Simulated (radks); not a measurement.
Question: All-electron atom: Au59+ in [Ar] 3d2. Method: scalar-relativistic Kohn-Sham, LDA (Slater exchange, Perdew-Wang correlation), spin-polarised, spherical densities, point nucleus; open shells are filled with parallel spins first (spin-orbit coupling, left out, can overturn this in heavy ions); computed with a radial shooting solver on a logarithmic mesh with Libxc functionals. Some entries of the table are withheld. Estimate them.

orbital  occ.  eigenvalue (eV)  r(max) (bohr)  <r^2> (bohr^2)
1s up       1        -85043.14        0.01042       0.0003933
1s down     1        -85042.76        0.01042       0.0003933
2s up       1        -18464.14        0.06002        0.005913
2s down     1        -18451.83        0.06000        0.005908
2p up       3        -16555.72        0.04964        0.004956
2p down     3        -16545.60        0.04962        0.004951
3s up       1        -7084.108         0.1639         0.03448
3s down     1        -7070.270         0.1640         0.03454
3p up       3              (1)         0.1617         0.03440
3p down     3              (2)         0.1618         0.03446
3d up       2        -6028.572         0.1291         0.02710
3d down     0        -6011.211         0.1292         0.02717
4s up       0        -3675.223         0.3314             (3)
4s down     0        -3670.309         0.3317             (4)
4p up       0        -3451.886         0.3372          0.1271
4p down     0        -3447.052         0.3376          0.1274

Answer: 
(1) 3p up eigenvalue (eV): -6525.087
(2) 3p down eigenvalue (eV): -6511.204
(3) 4s up <r^2> (bohr^2): 0.1225
(4) 4s down <r^2> (bohr^2): 0.1228
